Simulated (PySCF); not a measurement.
C₂H₄F₂OSi, SMILES O=C[Si@@H](F)CF.

Geometry optimised at B3LYP-D3(BJ)/def2-SVP. The structure was generated by enumeration; whether it is a known compound was not checked. The values are those of a single conformer.

The numbers are results of PBE/def2-TZVP in PySCF, not measurements.

Isolated molecule, no solvent.

Computed frontier levels, gap, dipole moment and polarisability:
- highest occupied level: -5.99 eV
- lowest empty level: -3.31 eV
- orbital gap: 2.68 eV
- dipole moment: 0.93 D
- quadrupole, principal values (traceless, Buckingham form, about the centre of nuclear charge): -9.82, 1.93, 7.89 D·Å
- mean static polarisability: 53.5 bohr³ (7.92 Å³)
- polarisability, principal values: 44.9, 53.5, 61.9 bohr³
